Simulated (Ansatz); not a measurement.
Relaxed structures of CH4OZn, closed shell (PBE0-D4/def2-TZVP; forces vanish, vibrations not checked; lower isomers may exist, and structures with a doubtful reference or unclear bonds are left out; Å). Ansatz 0.2.0; basis: def2-TZVPP; cores frozen in the correlated methods. The 3s and 3p shells of Cu and Zn are frozen; filled d shells are correlated.

Question: Rank them by CCSD(T) energy, lowest first, and give each one's height above the lowest. Links in brackets join atoms within 1.22 times the sum of their covalent radii (1.1 for two metals). (An estimate is asked for; the value comes from the calculation.)
A.
CH₄OZn ([CH3][Zn][OH])
```
7
angstrom
C -0.9210 -0.6026 0.7142
O 1.4825 1.0933 -1.5258
Zn 0.3693 0.2783 -0.4014
H -1.7850 0.0426 0.8861
H -0.4838 -0.8547 1.6826
H -1.2677 -1.5254 0.2447
H 2.3522 1.3156 -1.1918
```
B.
a complex of CH₂OZn ([O][CH][ZnH]) + H₂
```
7
angstrom
C 0.7547 0.6059 -0.6273
O 0.4650 1.5750 0.0357
Zn -0.1197 -1.1771 -0.3032
H -1.0659 0.5216 1.3283
H -1.4615 -0.0850 1.5419
H -0.7417 -2.5805 -0.1191
H 1.5276 0.7467 -1.4249
```
C.
CH₄OZn ([CH3][O][ZnH])
```
7
angstrom
C -0.6937 -0.4875 0.6183
O 0.5885 0.0271 0.4196
Zn 1.2878 0.8397 -0.9884
H -1.4760 0.2813 0.5480
H -0.7535 -0.9206 1.6237
H -0.9474 -1.2843 -0.0949
H 1.9943 1.5443 -2.1262
```

Answer: By the calculation: A (0.000 eV), C (0.963 eV), B (2.842 eV). Heights count from the lowest.

T1 diagnostic: at most 0.018.

For scale, one of the runs: CCSD(T)/def2-TZVPP, 182 basis functions, launched by `ansatz run in.yaml --threads 2 --pin off --events-out ev --progress --plain --max-ram 4352MiB`. Time: 16 s of wall clock on 2 CPU threads of an AMD EPYC 9R45; the host was shared. Peak host memory: 1.8 GiB.
